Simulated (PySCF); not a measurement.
PySCF job for B(Et)(OH)2 (C2H7BO2), SMILES CCB(O)O, PBE-D3(BJ)/def2-SVP. The structure is a stationary point at PBE-D3(BJ)/def2-SVP. The values are those of a single conformer.

```python
import numpy as np
from pyscf import gto, scf, dft, df
from pyscf.hessian import thermo

mol = gto.M(
    atom='''
    B     0.00320927   -0.59755835    0.00000000
    C     0.77602373    0.78897026    0.00000000
    C    -0.10943902    2.03969933   -0.00000000
    H     1.46138345    0.80103534    0.87977889
    H     1.46138345    0.80103534   -0.87977889
    H    -0.77199372    2.06067442   -0.88864355
    H    -0.77199372    2.06067442    0.88864355
    H     0.48500944    2.97627497    0.00000000
    O    -1.36720391   -0.60744126   -0.00000000
    H    -1.70316057   -1.52344099   -0.00000000
    O     0.64373131   -1.82155834    0.00000000
    H     1.61159785   -1.72848251    0.00000000
    ''',
    basis='def2-SVP',
    charge=0,
    spin=0,
    max_memory=1600,
    verbose=3,
)
mf = dft.RKS(mol, xc='pbe').density_fit(auxbasis='def2-universal-jkfit')
mf.disp = 'd3bj'
mf.grids.level = 3
mf.conv_tol = 1e-11
mf.max_cycle = 100
mf.kernel()

# [left out here: the lines that compute and print the analytic Hessian (its translational invariance restored by hand, since the grid's response is missing), thermochemistry and intensities]
```

Output:

```
[...]
       3   H                -0.33  0.12  0.16   -0.01 -0.42  0.01   -0.14 -0.40  0.03
       4   H                 0.33 -0.12  0.16   -0.01 -0.42 -0.01    0.14  0.40  0.03
       5   H                -0.21  0.24  0.13   -0.06 -0.22  0.05    0.24 -0.27 -0.11
       6   H                 0.21 -0.24  0.13   -0.06 -0.22 -0.05   -0.24  0.27 -0.11
       7   H                -0.00  0.00  0.17   -0.39  0.37 -0.00    0.00 -0.00 -0.21
       8   O                -0.00 -0.00 -0.03    0.03  0.00 -0.00    0.00 -0.00 -0.01
       9   H                -0.00  0.00  0.00   -0.05  0.03 -0.00   -0.00  0.00 -0.05
      10   O                 0.00 -0.00 -0.03    0.01  0.02 -0.00   -0.00 -0.00 -0.02
      11   H                 0.00  0.00  0.01    0.03 -0.23  0.00   -0.00  0.00  0.02
Mode                                12                  13                  14
Irrep
Freq [cm^-1]                      974.4372           1001.8735           1049.2714
Reduced mass [au]                   1.4350              1.3815              2.6698
Force const [Dyne/A]                0.8028              0.8170              1.7319
Char temp [K]                    1401.9982           1441.4730           1509.6680
Normal mode                   x     y     z       x     y     z       x     y     z
       0   B                -0.03 -0.04 -0.00    0.01 -0.04  0.00   -0.01  0.02  0.00
       1   C                 0.03 -0.03  0.00   -0.01  0.03 -0.00   -0.13  0.12 -0.00
       2   C                -0.02  0.05 -0.00    0.02 -0.02 -0.00    0.13 -0.06  0.00
       3   H                 0.02 -0.03  0.00   -0.00  0.10 -0.00   -0.12  0.10 -0.01
       4   H                 0.02 -0.03 -0.00   -0.00  0.10  0.00   -0.12  0.10  0.01
       5   H                -0.03  0.00  0.01    0.02 -0.03  0.00    0.08 -0.32  0.03
       6   H                -0.03  0.00 -0.01    0.02 -0.03 -0.00    0.08 -0.32 -0.03
       7   H                -0.08  0.09  0.00    0.02 -0.03  0.00   -0.11  0.09 -0.00
       8   O                 0.10 -0.02  0.00    0.06 -0.07 -0.00    0.01  0.01 -0.00
       9   H                -0.07  0.05  0.00   -0.76  0.26  0.00    0.06 -0.01 -0.00
      10   O                -0.07 -0.02  0.00   -0.03  0.08 -0.00    0.00 -0.05 -0.00
      11   H                -0.13  0.80 -0.00   -0.02 -0.21 -0.00   -0.01  0.16 -0.00
Mode                                15                  16                  17
Irrep
Freq [cm^-1]                     1209.3388           1215.2651           1343.0781
Reduced mass [au]                   1.7308              1.2205              1.2792
Force const [Dyne/A]                1.4914              1.0620              1.3595
Char temp [K]                    1739.9692           1748.4960           1932.3904
Normal mode                   x     y     z       x     y     z       x     y     z
       0   B                -0.01 -0.11  0.00   -0.00 -0.00 -0.03   -0.05 -0.01 -0.00
       1   C                -0.03 -0.12  0.00   -0.00 -0.00 -0.06    0.03  0.02 -0.00
       2   C                 0.05  0.05 -0.00    0.00  0.00  0.10    0.07 -0.10  0.00
       3   H                 0.05  0.43 -0.07   -0.15  0.53  0.04   -0.16 -0.01  0.13
       4   H                 0.05  0.43  0.07    0.15 -0.53  0.04   -0.16 -0.01 -0.13
       5   H                -0.06 -0.09  0.07    0.22 -0.16 -0.06   -0.14  0.42  0.15
       6   H                -0.06 -0.09 -0.07   -0.22  0.16 -0.06   -0.14  0.42 -0.15
       7   H                -0.18  0.19  0.00   -0.00  0.00 -0.21   -0.42  0.23 -0.00
       8   O                 0.00  0.02 -0.00   -0.00  0.00  0.00    0.02  0.00  0.00
       9   H                 0.20 -0.06 -0.00    0.00 -0.00  0.01    0.03  0.00  0.00
      10   O                -0.01  0.07 -0.00   -0.00  0.00  0.00    0.01 -0.00 -0.00
      11   H                -0.00 -0.13  0.00   -0.00 -0.00 -0.02    0.01 -0.05 -0.00
Mode                                18                  19                  20
Irrep
Freq [cm^-1]                     1370.1370           1377.7316           1414.4235
Reduced mass [au]                   2.3601              1.3086              2.6889
Force const [Dyne/A]                2.6104              1.4635              3.1695
Char temp [K]                    1971.3221           1982.2491           2035.0405
Normal mode                   x     y     z       x     y     z       x     y     z
       0   B                -0.07 -0.18 -0.00   -0.00 -0.09  0.00    0.20 -0.09 -0.00
       1   C                 0.05  0.09 -0.00   -0.06  0.08  0.00    0.00  0.03  0.00
       2   C                -0.03  0.00 -0.00    0.00 -0.05 -0.00    0.03  0.00  0.00
       3   H                -0.19 -0.11  0.19    0.44 -0.15 -0.36   -0.11 -0.10  0.09
       4   H                -0.19 -0.11 -0.19    0.44 -0.15  0.36   -0.11 -0.10 -0.09
       5   H                 0.20 -0.05 -0.17    0.00  0.14  0.00   -0.25 -0.01  0.20
       6   H                 0.20 -0.05  0.17    0.00  0.14 -0.00   -0.25 -0.01 -0.20
       7   H                 0.07 -0.06  0.00   -0.09  0.01  0.00    0.11 -0.06 -0.00
       8   O                 0.03  0.03  0.00    0.00  0.01 -0.00   -0.08  0.00 -0.00
       9   H                 0.22 -0.06 -0.00    0.09 -0.03 -0.00    0.02 -0.04  0.00
      10   O                -0.01  0.06  0.00   -0.01  0.03  0.00   -0.04  0.04 -0.00
      11   H                -0.01 -0.11  0.00   -0.01 -0.00  0.00   -0.05  0.15  0.00
Mode                                21                  22                  23
Irrep
Freq [cm^-1]                     1423.5840           1432.0715           2942.1452
Reduced mass [au]                   1.0339              1.3950              1.0627
Force const [Dyne/A]                1.2345              1.6856              5.4200
Char temp [K]                    2048.2205           2060.4321           4233.0919
Normal mode                   x     y     z       x     y     z       x     y     z
       0   B                -0.00  0.00  0.00    0.14  0.01  0.00   -0.00  0.00 -0.00
       1   C                 0.00  0.00  0.02   -0.03 -0.04  0.00   -0.07 -0.00 -0.00
       2   C                 0.00  0.00  0.04   -0.02 -0.02  0.00    0.00  0.00  0.00
       3   H                 0.03 -0.06  0.00   -0.04  0.03  0.01    0.40  0.01  0.55
       4   H                -0.03  0.06  0.00   -0.04  0.03 -0.01    0.40  0.01 -0.55
       5   H                 0.10  0.48 -0.04    0.39  0.12 -0.29   -0.00  0.00 -0.00
       6   H                -0.10 -0.48 -0.04    0.39  0.12  0.29   -0.00  0.00  0.00
       7   H                 0.00 -0.00 -0.68   -0.35  0.21 -0.00   -0.04 -0.05  0.00
       8   O                 0.00  0.00 -0.00   -0.05 -0.01 -0.00    0.00 -0.00 -0.00
       9   H                 0.00  0.00 -0.00   -0.06 -0.00 -0.00   -0.00  0.00  0.00
      10   O                 0.00 -0.00 -0.00   -0.02  0.01  0.00    0.00 -0.00 -0.00
      11   H                 0.00 -0.00  0.00   -0.02  0.12  0.00    0.00 -0.00 -0.00
Mode                                24                  25                  26
Irrep
Freq [cm^-1]                     2972.2247           2978.6435           3055.1859
Reduced mass [au]                   1.0374              1.0977              1.1034
Force const [Dyne/A]                5.3995              5.7382              6.0684
Char temp [K]                    4276.3696           4285.6048           4395.7323
Normal mode                   x     y     z       x     y     z       x     y     z
       0   B                 0.00  0.00  0.00    0.00 -0.00 -0.00    0.00 -0.00  0.00
       1   C                -0.00  0.00  0.00    0.00  0.00 -0.09    0.00  0.00 -0.00
       2   C                 0.02 -0.05 -0.00    0.00 -0.00  0.01    0.07  0.05 -0.00
       3   H                 0.02 -0.00  0.02    0.42  0.02  0.52   -0.02 -0.00 -0.03
       4   H                 0.02 -0.00 -0.02   -0.42 -0.02  0.52   -0.02 -0.00  0.03
       5   H                -0.31 -0.00 -0.43   -0.05 -0.00 -0.06   -0.25  0.01 -0.36
       6   H                -0.31 -0.00  0.43    0.05  0.00 -0.06   -0.25  0.01  0.36
       7   H                 0.35  0.53 -0.00    0.00  0.00  0.00   -0.39 -0.60 -0.00
       8   O                -0.00 -0.00 -0.00   -0.00  0.00 -0.00   -0.00  0.00  0.00
       9   H                -0.00  0.00  0.00   -0.00 -0.00 -0.00   -0.00  0.00 -0.00
      10   O                -0.00 -0.00  0.00    0.00  0.00  0.00   -0.00  0.00  0.00
      11   H                 0.00  0.00  0.00   -0.00  0.00 -0.00   -0.00  0.00 -0.00
Mode                                27                  28                  29
Irrep
Freq [cm^-1]                     3063.6505           3716.2448           3760.1082
Reduced mass [au]                   1.1025              1.0648              1.0659
Force const [Dyne/A]                6.0970              8.6640              8.8788
Char temp [K]                    4407.9110           5346.8488           5409.9585
Normal mode                   x     y     z       x     y     z       x     y     z
       0   B                -0.00  0.00  0.00   -0.00  0.00  0.00   -0.00 -0.00  0.00
       1   C                 0.00  0.00  0.01   -0.00 -0.00  0.00    0.00 -0.00 -0.00
       2   C                 0.00  0.00  0.09   -0.00 -0.00  0.00   -0.00 -0.00 -0.00
       3   H                -0.05 -0.00 -0.06    0.00  0.00 -0.00    0.00  0.00 -0.00
       4   H                 0.05  0.00 -0.06    0.00  0.00  0.00    0.00  0.00  0.00
       5   H                -0.40  0.00 -0.53   -0.00  0.00 -0.00    0.00  0.00  0.00
       6   H                 0.40 -0.00 -0.53   -0.00  0.00  0.00    0.00  0.00 -0.00
       7   H                -0.00 -0.00  0.02   -0.00 -0.00 -0.00    0.00 -0.00 -0.00
       8   O                -0.00 -0.00 -0.00    0.02  0.05  0.00   -0.00 -0.00 -0.00
       9   H                 0.00  0.00  0.00   -0.36 -0.90 -0.00    0.01  0.03  0.00
      10   O                -0.00  0.00 -0.00   -0.00 -0.00  0.00   -0.06 -0.00 -0.00
      11   H                 0.00  0.00  0.00    0.03  0.00 -0.00    0.96  0.07  0.00
temperature 298.1500 [K]
pressure 101325.00 [Pa]
Rotational constants [GHz] 8.66758 3.43510 2.53801
Symmetry number 1
Zero-point energy (ZPE) 0.09687 [Eh]   254319.788 [J/mol]
                           tot       elec      trans        rot        vib
Entropy [J/mol/K]       336.718      0.000    162.406    108.182     66.130
Cv [J/mol/K]             94.612      0.000     12.472     12.472     69.668
Cp [J/mol/K]            102.926      0.000     20.786     12.472     69.668
Internal energy [J/mol]                      3718.434   3718.434 264085.018
Internal energy [Eh]   -255.23985  -255.34326
Enthalpy [J/mol]                             6197.391   3718.434 264085.018
Enthalpy [Eh]          -255.23890
Gibbs free energy [J/mol]                  -42223.827 -28536.059 244368.283
Gibbs free energy [Eh] -255.27714
mode   freq/cm-1   IR/(km/mol)
   1       20.26         0.113
   2      192.57         2.058
   3      204.04         0.096
   4      388.72         9.877
   5      428.47        11.629
   6      471.94        15.435
   7      496.05       141.453
   8      620.96        53.682
   9      728.80        13.773
  10      743.81        26.343
  11      951.74        17.723
  12      972.17         1.098
  13      974.44       123.895
  14     1001.87        78.398
  15     1049.27         6.553
  16     1209.34        87.895
  17     1215.27         0.875
  18     1343.08        18.189
  19     1370.14       174.221
  20     1377.73        27.794
  21     1414.42       147.948
  22     1423.58         4.899
  23     1432.07        91.701
  24     2942.15        27.134
  25     2972.22        31.526
  26     2978.64        14.485
  27     3055.19        25.796
  28     3063.65        20.649
  29     3716.24        43.341
  30     3760.11        47.649
max |gradient| / (hartree/bohr): 6.615388815725564e-05
APT charges: [ 1.0361 -0.1707  0.0909 -0.0251 -0.0251 -0.0121 -0.0121 -0.0405 -0.6828
  0.2773 -0.7195  0.2837]
```

The calculation finished and met its thresholds.

Cost: very roughly 120 core-seconds.
